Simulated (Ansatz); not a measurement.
Molecular dynamics of C₂H₇ClOSi₂

The input (input.yaml):

```yaml
crystal:
  periodic: [false, false, false]
  atoms:
    - { symbol: C, position_ang: [-0.108644, -1.13959, 1.027077] }
    - { symbol: C, position_ang: [0.453647, 0.03277, 0.161311] }
    - { symbol: O, position_ang: [1.837455, 0.375998, 0.495668] }
    - { symbol: Si, position_ang: [-0.168211, 0.075958, -1.687197] }
    - { symbol: Si, position_ang: [-0.678161, 1.544961, -0.138923] }
    - { symbol: Cl, position_ang: [-2.525703, 1.590524, 0.890217] }
    - { symbol: H, position_ang: [0.434124, -2.079154, 0.822541] }
    - { symbol: H, position_ang: [-1.176907, -1.313506, 0.821943] }
    - { symbol: H, position_ang: [-0.002469, -0.915411, 2.101693] }
    - { symbol: H, position_ang: [2.316369, -0.530723, 0.394061] }
    - { symbol: H, position_ang: [-1.07288, -0.97351, -2.101242] }
    - { symbol: H, position_ang: [0.773107, 0.442805, -2.722213] }
    - { symbol: H, position_ang: [-0.061426, 2.854279, -0.050037] }
basis:
  gaussian: { orbitals: STO-3G }
hamiltonian:
  xc: b3lyp
md:
  timestep: 0.5
  n_steps: 226
  ensemble: nvt_nose_hoover
  temperature: 400.0
  initial_velocities: maxwell_boltzmann
  seed: 410272
  nose_hoover: { tau: 100.0, chain_length: 3 }
scf:
  lower_state_search: "off"
```

Launched with:

```bash
$ ansatz run input.yaml --threads 1 --pin off --max-ram 2048MiB --backend cpu --events-out ev --progress --plain --runs-dir out
```

It starts from a relaxed structure.

Output, in part (one step line in 4, the closing report, with atoms numbered from 0):

```
md step     0: t =     0.00 fs  T =   400.0 K  F+E_penalty+E_count = -32139.67770620 eV  E_kin = 0.568744 eV  conserved = -32139.10896220 eV  (13 SCF iters)
md step     4: t =     2.00 fs  T =   326.3 K  F+E_penalty+E_count = -32139.57193195 eV  E_kin = 0.463934 eV  conserved = -32139.10800480 eV  (19 SCF iters)
md step     8: t =     4.00 fs  T =   229.5 K  F+E_penalty+E_count = -32139.43369585 eV  E_kin = 0.326338 eV  conserved = -32139.10742598 eV  (19 SCF iters)
md step    12: t =     6.00 fs  T =   211.3 K  F+E_penalty+E_count = -32139.40797795 eV  E_kin = 0.300489 eV  conserved = -32139.10770605 eV  (19 SCF iters)
md step    16: t =     8.00 fs  T =   234.4 K  F+E_penalty+E_count = -32139.44078920 eV  E_kin = 0.333268 eV  conserved = -32139.10801166 eV  (19 SCF iters)
md step    20: t =    10.00 fs  T =   248.1 K  F+E_penalty+E_count = -32139.45998805 eV  E_kin = 0.352768 eV  conserved = -32139.10812450 eV  (19 SCF iters)
md step    24: t =    12.00 fs  T =   223.5 K  F+E_penalty+E_count = -32139.42474375 eV  E_kin = 0.317848 eV  conserved = -32139.10831577 eV  (19 SCF iters)
md step    28: t =    14.00 fs  T =   141.4 K  F+E_penalty+E_count = -32139.30689598 eV  E_kin = 0.200982 eV  conserved = -32139.10782485 eV  (19 SCF iters)
md step    32: t =    16.00 fs  T =    79.2 K  F+E_penalty+E_count = -32139.21752576 eV  E_kin = 0.112587 eV  conserved = -32139.10719862 eV  (13 SCF iters)
md step    36: t =    18.00 fs  T =   125.6 K  F+E_penalty+E_count = -32139.28361868 eV  E_kin = 0.178573 eV  conserved = -32139.10771484 eV  (13 SCF iters)
md step    40: t =    20.00 fs  T =   201.5 K  F+E_penalty+E_count = -32139.39149783 eV  E_kin = 0.286531 eV  conserved = -32139.10849464 eV  (19 SCF iters)
md step    44: t =    22.00 fs  T =   204.0 K  F+E_penalty+E_count = -32139.39323427 eV  E_kin = 0.290066 eV  conserved = -32139.10787600 eV  (19 SCF iters)
md step    48: t =    24.00 fs  T =   199.3 K  F+E_penalty+E_count = -32139.38558953 eV  E_kin = 0.283425 eV  conserved = -32139.10813363 eV  (19 SCF iters)
md step    52: t =    26.00 fs  T =   169.9 K  F+E_penalty+E_count = -32139.34231968 eV  E_kin = 0.241586 eV  conserved = -32139.10799923 eV  (19 SCF iters)
md step    56: t =    28.00 fs  T =   140.0 K  F+E_penalty+E_count = -32139.29800314 eV  E_kin = 0.199068 eV  conserved = -32139.10733343 eV  (13 SCF iters)
md step    60: t =    30.00 fs  T =   193.2 K  F+E_penalty+E_count = -32139.37288618 eV  E_kin = 0.274682 eV  conserved = -32139.10795059 eV  (19 SCF iters)
md step    64: t =    32.00 fs  T =   247.7 K  F+E_penalty+E_count = -32139.44885644 eV  E_kin = 0.352193 eV  conserved = -32139.10842822 eV  (19 SCF iters)
md step    68: t =    34.00 fs  T =   226.1 K  F+E_penalty+E_count = -32139.41543683 eV  E_kin = 0.321431 eV  conserved = -32139.10806506 eV  (19 SCF iters)
md step    72: t =    36.00 fs  T =   179.0 K  F+E_penalty+E_count = -32139.34614210 eV  E_kin = 0.254551 eV  conserved = -32139.10765478 eV  (19 SCF iters)
md step    76: t =    38.00 fs  T =   163.1 K  F+E_penalty+E_count = -32139.32195204 eV  E_kin = 0.231903 eV  conserved = -32139.10792244 eV  (12 SCF iters)
md step    80: t =    40.00 fs  T =   151.9 K  F+E_penalty+E_count = -32139.30396108 eV  E_kin = 0.216014 eV  conserved = -32139.10761117 eV  (13 SCF iters)
md step    84: t =    42.00 fs  T =   185.6 K  F+E_penalty+E_count = -32139.34978467 eV  E_kin = 0.263867 eV  conserved = -32139.10756178 eV  (19 SCF iters)
md step    88: t =    44.00 fs  T =   260.8 K  F+E_penalty+E_count = -32139.45474219 eV  E_kin = 0.370862 eV  conserved = -32139.10840936 eV  (19 SCF iters)
md step    92: t =    46.00 fs  T =   262.4 K  F+E_penalty+E_count = -32139.45321981 eV  E_kin = 0.373156 eV  conserved = -32139.10817334 eV  (19 SCF iters)
md step    96: t =    48.00 fs  T =   216.1 K  F+E_penalty+E_count = -32139.38343326 eV  E_kin = 0.307231 eV  conserved = -32139.10758807 eV  (19 SCF iters)
md step   100: t =    50.00 fs  T =   207.3 K  F+E_penalty+E_count = -32139.36816704 eV  E_kin = 0.294803 eV  conserved = -32139.10773167 eV  (19 SCF iters)
md step   104: t =    52.00 fs  T =   226.0 K  F+E_penalty+E_count = -32139.39153101 eV  E_kin = 0.321283 eV  conserved = -32139.10783311 eV  (19 SCF iters)
md step   108: t =    54.00 fs  T =   253.6 K  F+E_penalty+E_count = -32139.42700569 eV  E_kin = 0.360542 eV  conserved = -32139.10774078 eV  (19 SCF iters)
md step   112: t =    56.00 fs  T =   290.0 K  F+E_penalty+E_count = -32139.47489593 eV  E_kin = 0.412301 eV  conserved = -32139.10820671 eV  (19 SCF iters)
md step   116: t =    58.00 fs  T =   264.6 K  F+E_penalty+E_count = -32139.43419982 eV  E_kin = 0.376191 eV  conserved = -32139.10826265 eV  (19 SCF iters)
md step   120: t =    60.00 fs  T =   183.5 K  F+E_penalty+E_count = -32139.31404254 eV  E_kin = 0.260842 eV  conserved = -32139.10715325 eV  (18 SCF iters)
md step   124: t =    62.00 fs  T =   189.7 K  F+E_penalty+E_count = -32139.32037179 eV  E_kin = 0.269770 eV  conserved = -32139.10764172 eV  (19 SCF iters)
md step   128: t =    64.00 fs  T =   234.0 K  F+E_penalty+E_count = -32139.37975658 eV  E_kin = 0.332663 eV  conserved = -32139.10794653 eV  (18 SCF iters)
md step   132: t =    66.00 fs  T =   254.4 K  F+E_penalty+E_count = -32139.40434334 eV  E_kin = 0.361726 eV  conserved = -32139.10797767 eV  (19 SCF iters)
md step   136: t =    68.00 fs  T =   245.3 K  F+E_penalty+E_count = -32139.38665715 eV  E_kin = 0.348760 eV  conserved = -32139.10797999 eV  (19 SCF iters)
md step   140: t =    70.00 fs  T =   204.8 K  F+E_penalty+E_count = -32139.32474868 eV  E_kin = 0.291170 eV  conserved = -32139.10800123 eV  (19 SCF iters)
md step   144: t =    72.00 fs  T =   141.5 K  F+E_penalty+E_count = -32139.23073619 eV  E_kin = 0.201210 eV  conserved = -32139.10732884 eV  (19 SCF iters)
md step   148: t =    74.00 fs  T =   154.8 K  F+E_penalty+E_count = -32139.24688013 eV  E_kin = 0.220167 eV  conserved = -32139.10728906 eV  (19 SCF iters)
md step   152: t =    76.00 fs  T =   234.3 K  F+E_penalty+E_count = -32139.35706036 eV  E_kin = 0.333156 eV  conserved = -32139.10858042 eV  (19 SCF iters)
md step   156: t =    78.00 fs  T =   211.8 K  F+E_penalty+E_count = -32139.31955630 eV  E_kin = 0.301164 eV  conserved = -32139.10793320 eV  (19 SCF iters)
md step   160: t =    80.00 fs  T =   153.4 K  F+E_penalty+E_count = -32139.23228413 eV  E_kin = 0.218114 eV  conserved = -32139.10756683 eV  (19 SCF iters)
md step   164: t =    82.00 fs  T =   124.1 K  F+E_penalty+E_count = -32139.18765090 eV  E_kin = 0.176484 eV  conserved = -32139.10754336 eV  (13 SCF iters)
md step   168: t =    84.00 fs  T =   132.3 K  F+E_penalty+E_count = -32139.19643891 eV  E_kin = 0.188095 eV  conserved = -32139.10748948 eV  (13 SCF iters)
md step   172: t =    86.00 fs  T =   188.5 K  F+E_penalty+E_count = -32139.27292938 eV  E_kin = 0.268067 eV  conserved = -32139.10756948 eV  (19 SCF iters)
md step   176: t =    88.00 fs  T =   268.1 K  F+E_penalty+E_count = -32139.38143905 eV  E_kin = 0.381145 eV  conserved = -32139.10825278 eV  (19 SCF iters)
md step   180: t =    90.00 fs  T =   267.2 K  F+E_penalty+E_count = -32139.37397818 eV  E_kin = 0.379886 eV  conserved = -32139.10840527 eV  (19 SCF iters)
md step   184: t =    92.00 fs  T =   172.8 K  F+E_penalty+E_count = -32139.23333577 eV  E_kin = 0.245665 eV  conserved = -32139.10700616 eV  (12 SCF iters)
md step   188: t =    94.00 fs  T =   173.7 K  F+E_penalty+E_count = -32139.23115818 eV  E_kin = 0.246998 eV  conserved = -32139.10717419 eV  (13 SCF iters)
md step   192: t =    96.00 fs  T =   259.3 K  F+E_penalty+E_count = -32139.34879420 eV  E_kin = 0.368682 eV  conserved = -32139.10809274 eV  (19 SCF iters)
md step   196: t =    98.00 fs  T =   301.3 K  F+E_penalty+E_count = -32139.40180027 eV  E_kin = 0.428466 eV  conserved = -32139.10775002 eV  (19 SCF iters)
md step   200: t =   100.00 fs  T =   315.6 K  F+E_penalty+E_count = -32139.41556734 eV  E_kin = 0.448775 eV  conserved = -32139.10814296 eV  (19 SCF iters)
md step   204: t =   102.00 fs  T =   255.6 K  F+E_penalty+E_count = -32139.32349954 eV  E_kin = 0.363441 eV  conserved = -32139.10781372 eV  (19 SCF iters)
md step   208: t =   104.00 fs  T =   172.2 K  F+E_penalty+E_count = -32139.19935684 eV  E_kin = 0.244802 eV  conserved = -32139.10680552 eV  (13 SCF iters)
md step   212: t =   106.00 fs  T =   209.2 K  F+E_penalty+E_count = -32139.24846083 eV  E_kin = 0.297397 eV  conserved = -32139.10715955 eV  (13 SCF iters)
md step   216: t =   108.00 fs  T =   316.7 K  F+E_penalty+E_count = -32139.39685916 eV  E_kin = 0.450318 eV  conserved = -32139.10820828 eV  (19 SCF iters)
md step   220: t =   110.00 fs  T =   335.3 K  F+E_penalty+E_count = -32139.41630165 eV  E_kin = 0.476741 eV  conserved = -32139.10813953 eV  (19 SCF iters)
md step   224: t =   112.00 fs  T =   268.7 K  F+E_penalty+E_count = -32139.31476037 eV  E_kin = 0.382014 eV  conserved = -32139.10737016 eV  (19 SCF iters)
md step   226: t =   113.00 fs  T =   242.3 K  F+E_penalty+E_count = -32139.27483902 eV  E_kin = 0.344586 eV  conserved = -32139.10736616 eV  (19 SCF iters)
Total energy: -32139.27505594 eV, -1181.0965735226 hartree
Atom 0 at    -0.016622    -1.188761     1.031936 Å, force     0.066225    -0.148559    -0.452261 eV/Å
Atom 1 at     0.500375    -0.012411     0.192286 Å, force    -1.005512     1.400495    -1.336145 eV/Å
Atom 2 at     1.888948     0.411156     0.399501 Å, force    -0.213331    -1.727669     0.558176 eV/Å
Atom 3 at    -0.216703     0.111593    -1.683310 Å, force     0.216032     0.131448     1.595692 eV/Å
Atom 4 at    -0.657303     1.470350    -0.008100 Å, force     0.138254     0.197254    -0.903786 eV/Å
Atom 5 at    -2.573740     1.646232     0.800322 Å, force    -0.565175    -0.151270     0.406388 eV/Å
Atom 6 at     0.654809    -2.048320     0.861866 Å, force    -0.590769    -0.493063    -0.098988 eV/Å
Atom 7 at    -1.079677    -1.352769     0.746387 Å, force     0.592387    -0.616460     0.179593 eV/Å
Atom 8 at     0.013894    -0.983749     2.099601 Å, force    -0.017589     0.276320     0.661626 eV/Å
Atom 9 at     2.207068    -0.562834     0.573374 Å, force     1.115243     0.783226     0.010040 eV/Å
Atom 10 at    -1.188294    -0.910861    -1.859905 Å, force    -0.385777    -0.465163    -0.276371 eV/Å
Atom 11 at     0.631322     0.296397    -2.818540 Å, force     0.279193     0.186894    -0.309959 eV/Å
Atom 12 at    -0.040472     2.739971     0.171521 Å, force     0.370818     0.626546    -0.034005 eV/Å
Dipole moment:     0.385047    -0.329603    -0.313830 e Å
```

The run went to its last step. The conserved energy stayed within 0.17 meV per atom of its start (net change 0.12 meV per atom), so the integration is sound. The mean temperature of the second half is 44 % below the set value. A run of 0.11 ps of so small a system gives no equilibrium averages. Limits of this set-up: minimal basis.

The same pairs are bonded in the first frame and the last. Pairs count as bonded within 1.25 times the sum of covalent radii (0.12 Å more for H–H).

Last frame:

```xyz
13
Properties=species:S:1:pos:R:3
C -0.017 -1.189 1.032
C 0.500 -0.012 0.192
O 1.889 0.411 0.400
Si -0.217 0.112 -1.683
Si -0.657 1.470 -0.008
Cl -2.574 1.646 0.800
H 0.655 -2.048 0.862
H -1.080 -1.353 0.746
H 0.014 -0.984 2.100
H 2.207 -0.563 0.573
H -1.188 -0.911 -1.860
H 0.631 0.296 -2.818
H -0.041 2.740 0.172
```

Time of the run: 9.6 min on 1 CPU thread of a shared host.
